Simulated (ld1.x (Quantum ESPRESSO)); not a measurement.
# u(r) = r·R(r): atom against pseudo-atom (Ni (Z = 28))

Columns: radius, all-electron u(r) and pseudo u(r) of the 4p shell (level -1.51 eV) of nickel in the configuration [Ar] 3d8 4s1.75 4p0.25; PBE, non-relativistic, ultrasoft scheme, ld1.x (Quantum ESPRESSO) 7.5.

```tsv
r (bohr)	all-electron	pseudo
0.132	0.0993	0.0034
0.265	0.0022	0.0134
0.398	-0.1170	0.0297
0.530	-0.1676	0.0515
0.663	-0.1562	0.0782
0.795	-0.1079	0.1084
0.928	-0.0421	0.1415
1.060	0.0279	0.1759
1.193	0.0967	0.2112
1.325	0.1601	0.2459
1.458	0.2176	0.2797
1.590	0.2680	0.3115
1.723	0.3122	0.3413
1.855	0.3501	0.3685
1.988	0.3825	0.3932
2.120	0.4096	0.4152
2.252	0.4321	0.4344
2.385	0.4504	0.4511
2.518	0.4649	0.4650
2.650	0.4758	0.4758
2.782	0.4837	0.4837
2.915	0.4888	0.4888
3.048	0.4915	0.4915
3.180	0.4921	0.4921
3.312	0.4907	0.4907
3.445	0.4877	0.4877
```

Task: How many radial nodes do the two functions have?

Result: The all-electron 4p function has n − l − 1 = 2; the pseudo-wave has 0, since the states of the same l below it are removed with the core.

Task: At about which radius was the pseudo-wave matched?

Result: 2.65 bohr, where the columns begin to agree (steps of 0.13 bohr).

Task: Is the pseudo-wave norm-conserving?

Result: No, it belongs to an ultrasoft set: the norm inside the radius is not constrained, and the difference is carried by the augmentation charge.
